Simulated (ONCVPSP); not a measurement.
Plane-wave convergence, ONCV potential for boron (B)

B (Z = 5), optimised norm-conserving Vanderbilt (ONCV), made with ONCVPSP 4.0.1 (PBE, scalar-relativistic). Core [He], reference 2s2 2p1. Waves: 2s: rc 1.50 bohr, ncon 4, nbas 8, qcut 4.5 1/bohr, local; 2p: rc 4.00 bohr, ncon 4, nbas 7, qcut 4.4 1/bohr, 2 projectors, debl 0.8 Ha; d scattering state at 0.09 Ha: rc 3.75 bohr, ncon 3, nbas 7, qcut 2.3 1/bohr, 2 projectors, debl 0.5 Ha. Local part: the s channel. Core correction: Teter function, fcfact 4.25, rcfact 1.1.

Task: For each optimised wave give the share of its norm inside rc, the residual kinetic energy above qcut (Ha) and the cutoffs (Ha) for errors of 10, 1, 0.1 and 0.01 mHa per electron.

Result:

| wave | norm inside rc | residual KE | 10 mHa | 1 mHa | 0.1 mHa | 0.01 mHa |
| --- | --- | --- | --- | --- | --- | --- |
| 2s | 0.341 | 8.4e-04 | 5.5 | 9.8 | 55.4 | 76.3 |
| 2p | 0.904 | 9.3e-10 | 3.4 | 4.7 | 5.8 | 6.7 |
| p projector 2 | 0.436 | 1.0e-07 | 4.6 | 6.0 | 7.2 | 8.3 |
| d projector 1 | 0.063 | 1.3e-05 | 0.3 | 1.0 | 1.9 | 2.9 |
| d projector 2 | 0.435 | 3.0e-03 | 2.0 | 3.3 | 8.1 | 16.1 |

The occupied waves need 9.8 Ha and 55 Ha for 1 and 0.1 mHa. Its largest configuration-test error is +580 meV.
